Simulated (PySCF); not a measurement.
PySCF input (HF/def2-TZVPD):

```python
from pyscf import gto, scf, dft

mol = gto.M(
    atom='''
    Sn   -0.00000000   -0.00000000   -0.00000000
    H     0.62512032   -0.47874728    1.49682175
    H    -0.36569028    1.62694844   -0.28241660
    H    -0.25943004   -1.14820116   -1.21440515
    ''',
    basis='def2-tzvpd',
    ecp='def2-tzvp',
    charge=1,
    spin=0,
    verbose=4,
)

mf = scf.RHF(mol).density_fit(auxbasis='def2-universal-jkfit')
mf.conv_tol = 1e-9
mf.max_cycle = 100
mf.max_memory = 1500
mf.kernel()
if not mf.converged:
    mf = mf.newton()
    mf.kernel(mf.make_rdm1())
mf.analyze()
```

End of the output:

```
Extra cycle  E= -214.787405366508  delta_E= -3.84e-12  |g|= 3.77e-07  |ddm|= 3.12e-06
converged SCF energy = -214.787405366508
**** SCF Summaries ****
Total Energy =                        -214.787405366508494
Nuclear Repulsion Energy =              21.192305144948740
One-electron Energy =                 -413.039302945272937
Two-electron Energy =                  177.059592433815709
Two-electron Coulomb Energy =          195.005510859867627
DFT Exchange-Correlation Energy =      -17.945918426051918
HOMO-LUMO gap [eV] =                    12.802682267635118
**** MO energy ****
MO #1   energy= -6.14699488201722  occ= 2
MO #2   energy= -4.34443042158536  occ= 2
MO #3   energy= -4.33054055986531  occ= 2
MO #4   energy= -4.33054055981592  occ= 2
MO #5   energy= -1.61120223629335  occ= 2
MO #6   energy= -1.60323754381645  occ= 2
MO #7   energy= -1.60323754378551  occ= 2
MO #8   energy= -1.59275055886018  occ= 2
MO #9   energy= -1.59275055870265  occ= 2
MO #10  energy= -0.905443205150164 occ= 2
MO #11  energy= -0.699464762815548 occ= 2
MO #12  energy= -0.699464762506871 occ= 2
MO #13  energy= -0.228974863233629 occ= 0
MO #14  energy= -0.120113932347921 occ= 0
MO #15  energy= -0.0897176559772523 occ= 0
MO #16  energy= -0.0794224511776087 occ= 0
MO #17  energy= -0.0794224509315107 occ= 0
MO #18  energy= -0.043076568512285 occ= 0
MO #19  energy= -0.0430765684481457 occ= 0
MO #20  energy= -0.0262983468875047 occ= 0
MO #21  energy= -0.0262983468341705 occ= 0
MO #22  energy= 0.00111633312022301 occ= 0
MO #23  energy= 0.0065575695763287 occ= 0
MO #24  energy= 0.0530585745554537 occ= 0
MO #25  energy= 0.0530585746335997 occ= 0
MO #26  energy= 0.115680429344718  occ= 0
MO #27  energy= 0.115680429397238  occ= 0
MO #28  energy= 0.118395566137009  occ= 0
MO #29  energy= 0.121607931450497  occ= 0
MO #30  energy= 0.152618443142717  occ= 0
MO #31  energy= 0.154023073764825  occ= 0
MO #32  energy= 0.154023074291272  occ= 0
MO #33  energy= 0.216984088125702  occ= 0
MO #34  energy= 0.21698408840356   occ= 0
MO #35  energy= 0.245799110149684  occ= 0
MO #36  energy= 0.280186489042292  occ= 0
MO #37  energy= 0.28320386431004   occ= 0
MO #38  energy= 0.283203864695157  occ= 0
MO #39  energy= 0.321395015139446  occ= 0
MO #40  energy= 0.321395016078681  occ= 0
MO #41  energy= 0.472129396663461  occ= 0
MO #42  energy= 0.472129397038556  occ= 0
MO #43  energy= 0.518251405184512  occ= 0
MO #44  energy= 0.646313033501015  occ= 0
MO #45  energy= 0.716405981480139  occ= 0
MO #46  energy= 0.717119374931855  occ= 0
MO #47  energy= 0.717119375104034  occ= 0
MO #48  energy= 0.720006856651037  occ= 0
MO #49  energy= 0.790909605798711  occ= 0
MO #50  energy= 0.790909607067954  occ= 0
MO #51  energy= 0.985209777566903  occ= 0
MO #52  energy= 0.98520977838423   occ= 0
MO #53  energy= 0.991888650258284  occ= 0
MO #54  energy= 1.17415971463755   occ= 0
MO #55  energy= 1.17415971496744   occ= 0
MO #56  energy= 1.22020203716027   occ= 0
MO #57  energy= 1.2202020371926    occ= 0
MO #58  energy= 1.2265517258556    occ= 0
MO #59  energy= 1.68686937323276   occ= 0
MO #60  energy= 1.68686937511233   occ= 0
MO #61  energy= 1.73058869486658   occ= 0
MO #62  energy= 1.77724905800062   occ= 0
MO #63  energy= 1.77724906126766   occ= 0
MO #64  energy= 1.9399398268322    occ= 0
MO #65  energy= 2.26403597371897   occ= 0
MO #66  energy= 2.26403597603926   occ= 0
MO #67  energy= 2.27723334925972   occ= 0
MO #68  energy= 2.35068419940526   occ= 0
MO #69  energy= 2.36208843540526   occ= 0
MO #70  energy= 2.36208843877174   occ= 0
MO #71  energy= 2.36395001945807   occ= 0
MO #72  energy= 2.36395001995941   occ= 0
MO #73  energy= 2.39431785766983   occ= 0
MO #74  energy= 2.54958577884095   occ= 0
MO #75  energy= 2.908915794377     occ= 0
MO #76  energy= 2.92249168186731   occ= 0
MO #77  energy= 2.92249168615438   occ= 0
MO #78  energy= 3.72507911132125   occ= 0
MO #79  energy= 36.7121382492951   occ= 0
MO #80  energy= 37.0938702914197   occ= 0
MO #81  energy= 37.4071001933348   occ= 0
MO #82  energy= 37.4071001958618   occ= 0
MO #83  energy= 113.807009976532   occ= 0

WARN: Weak orthogonality for localized orbitals 4.564522285692898e-09

 ** Mulliken pop on meta-lowdin orthogonal AOs  **
 ** Mulliken pop  **
pop of  0 Sn 4s           1.78125
pop of  0 Sn 5s           1.19513
pop of  0 Sn 6s           0.02714
pop of  0 Sn 7s           0.00694
pop of  0 Sn 8s           0.00172
pop of  0 Sn 9s           0.00244
pop of  0 Sn 10s          0.05712
pop of  0 Sn 4px          0.01043
pop of  0 Sn 4py          0.28548
pop of  0 Sn 4pz          0.29494
pop of  0 Sn 5px          1.69658
pop of  0 Sn 5py          1.71449
pop of  0 Sn 5pz          1.71104
pop of  0 Sn 6px          0.21399
pop of  0 Sn 6py          0.01472
pop of  0 Sn 6pz          0.10187
pop of  0 Sn 7px          0.10051
pop of  0 Sn 7py          0.00851
pop of  0 Sn 7pz          0.05714
pop of  0 Sn 8px          0.11038
pop of  0 Sn 8py          0.00068
pop of  0 Sn 8pz          0.00237
pop of  0 Sn 4dxy         1.36616
pop of  0 Sn 4dyz         1.36422
pop of  0 Sn 4dz^2        1.36080
pop of  0 Sn 4dxz         1.36020
pop of  0 Sn 4dx2-y2      1.99534
pop of  0 Sn 5dxy         0.25340
pop of  0 Sn 5dyz         0.26254
pop of  0 Sn 5dz^2        0.27701
pop of  0 Sn 5dxz         0.26594
pop of  0 Sn 5dx2-y2      0.00387
pop of  0 Sn 6dxy         0.16800
pop of  0 Sn 6dyz         0.17670
pop of  0 Sn 6dz^2        0.19001
pop of  0 Sn 6dxz         0.17602
pop of  0 Sn 6dx2-y2      0.00249
pop of  0 Sn 7dxy         0.16347
pop of  0 Sn 7dyz         0.15650
pop of  0 Sn 7dz^2        0.14533
pop of  0 Sn 7dxz         0.15248
pop of  0 Sn 7dx2-y2      0.00013
pop of  0 Sn 4f-3         0.00011
pop of  0 Sn 4f-2         0.00007
pop of  0 Sn 4f-1         0.00039
pop of  0 Sn 4f+0         0.00010
pop of  0 Sn 4f+1         0.00017
pop of  0 Sn 4f+2         0.00019
pop of  0 Sn 4f+3         0.00009
pop of  0 Sn 5f-3         0.00247
pop of  0 Sn 5f-2         0.00130
pop of  0 Sn 5f-1         0.00336
pop of  0 Sn 5f+0         0.00098
pop of  0 Sn 5f+1         0.00267
pop of  0 Sn 5f+2         0.00207
pop of  0 Sn 5f+3         0.00124
pop of  1 H 1s            1.42472
pop of  1 H 2s            0.04379
pop of  1 H 3s            0.01251
pop of  1 H 2px           0.01119
pop of  1 H 2py           0.01468
pop of  1 H 2pz           0.04126
pop of  1 H 3px           0.00452
pop of  1 H 3py           0.00974
pop of  1 H 3pz           0.02679
pop of  2 H 1s            1.42150
pop of  2 H 2s            0.04292
pop of  2 H 3s            0.01199
pop of  2 H 2px           0.00475
pop of  2 H 2py           0.04462
pop of  2 H 2pz           0.01225
pop of  2 H 3px           0.00164
pop of  2 H 3py           0.02513
pop of  2 H 3pz           0.00922
pop of  3 H 1s            1.42461
pop of  3 H 2s            0.04349
pop of  3 H 3s            0.01246
pop of  3 H 2px           0.00459
pop of  3 H 2py           0.03037
pop of  3 H 2pz           0.03101
pop of  3 H 3px           0.00177
pop of  3 H 3py           0.01782
pop of  3 H 3pz           0.01996
 ** Mulliken atomic charges  **
charge of    0Sn =      2.74932
charge of    1H =     -0.58920
charge of    2H =     -0.57405
charge of    3H =     -0.58607

WARN: System has nonzero charge 1; the dipole moment is origin-dependent.
Location of origin: [0. 0. 0.]

Dipole moment(X, Y, Z, Debye): -0.00000,  0.00000,  0.00000
```
